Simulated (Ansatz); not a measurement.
K2Na2, relaxed as a triplet with UKS PBE/def2-TZVP in Ansatz, starting from the PBE/def2-TZVP geometry of the neutral singlet. Force threshold 0.02 eV/Å.

At PBE/def2-TZVP a singlet of charge 0 lies 0.18 eV below the triplet, each at its own geometry. The structure comes from a short search, and lower isomers may exist.

Start:

```csv
atom,x (Å),y (Å),z (Å)
Na1,-1.425,2.803,1.408
Na2,0.025,0.976,-1.143
K3,1.571,-2.690,-1.990
K4,-0.171,-1.089,1.725
```

Task: Estimate the energy that the relaxation releases and the steps that it takes.

Result: 0.15 eV, in 6 steps; 11 s on 4 threads of Arm Neoverse V2 on a shared host. The force fell under the threshold at step 5, but the optimiser went on. No frequencies were taken in this run, so the end may be a saddle point.

Task: Does the start keep its bonding and symmetry?

Result: By distances, no bond broke or formed, bridged metal pairs apart. The bond that changes most is Na2–K4, from 3.54 to 4.62 Å (atoms count from 1). Metal–metal contacts that move far: Na2–K4 3.54 to 4.62 Å. Point group Cs at the start, Cs at the end, both within 0.05 Å.

Task: Predict the relaxed structure.

Result: 
```csv
atom,x (Å),y (Å),z (Å)
Na1,-1.213,2.317,1.273
Na2,0.086,1.304,-1.691
K3,1.366,-2.352,-1.716
K4,-0.239,-1.269,2.134
```
Bond lengths (bridged metal pairs left out): 2 × K–Na 3.81 to 3.87 Å; 1 × Na–Na 3.39 Å; 1 × K–K 4.31 Å.
